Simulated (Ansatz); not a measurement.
Input file for CH3AlI2, SMILES `[CH3][Al]([I])[I]`:

```yaml
crystal:
  periodic: [false, false, false]
  atoms:
    - {symbol: C, position_ang: [-0.093382, 1.015686, -0.064253]}
    - {symbol: Al, position_ang: [0.082130, -0.908647, 0.033453]}
    - {symbol: I, position_ang: [1.969580, -1.947616, 1.239718]}
    - {symbol: I, position_ang: [-1.548178, -2.429019, -1.027224]}
    - {symbol: H, position_ang: [-0.976508, 1.311771, -0.633008]}
    - {symbol: H, position_ang: [-0.164310, 1.438677, 0.941846]}
    - {symbol: H, position_ang: [0.791968, 1.451048, -0.536232]}
basis:
  gaussian: {orbitals: def2-TZVPP}
correlation: {method: ccsd_t}
output: {orbitals: {seedname: orbitals}}
```

```sh
$ ansatz run in.yaml --threads 4 --pin off --events-out ev --progress --plain
```

The program prints (abridged):

```
Functional definition: HF
1625 factors; integrals over basis functions are off by at most 9.8e-4 eV
mean field evaluation 1: about -23808.4493 eV, gradient 2.7e1 eV
mean field evaluation 2: about -23808.5094 eV, gradient 2.7e1 eV
mean field evaluation 4: about -23810.5395 eV, gradient 3.1e0 eV
mean field evaluation 8: about -23810.5731 eV, gradient 2.1e-1 eV
mean field -23810.57325003 eV, -875.0224275524 hartree, gradient 4.2e-6 eV, S^2 0.000000; 0 other end points of the search recorded, 0 dependent functions left out
14 core orbitals not correlated: weight in the atoms' cores, before any rotation towards them, 1.000 or more for the frozen orbitals, at most 0.000 for the correlated occupied ones
reference -23810.57325003 eV, -875.0224275524 hartree; 22, 22 occupied and 179, 179 virtual orbitals, 1625 factors
second order -33.75471924 eV of doubles, -0.00000000 eV of singles
cycle   1  -31.83094305 eV  change     1.9e0 eV  update   1.0e-1
cycle   2  -32.59336675 eV  change   -7.6e-1 eV  update   2.7e-2
cycle   3  -32.65811733 eV  change   -6.5e-2 eV  update   1.2e-2
cycle   4  -32.63087429 eV  change    2.7e-2 eV  update   2.9e-3
cycle   5  -32.63210782 eV  change   -1.2e-3 eV  update   1.5e-3
cycle   6  -32.63286674 eV  change   -7.6e-4 eV  update   3.6e-4
cycle   7  -32.63242198 eV  change    4.4e-4 eV  update   1.3e-4
cycle   8  -32.63238496 eV  change    3.7e-5 eV  update   4.3e-5
perturbative correction -0.85322661 eV, -0.0313554996 hartree
Total energy: -23844.05886160 eV, -876.2530010804 hartree
```

Run time 100 s (4 threads of a server CPU on a shared host); peak host memory 3.8 GiB.

The correlation energy is -33.486 eV, 2.5 % of it from (T); the T1 diagnostic reads 0.0080.
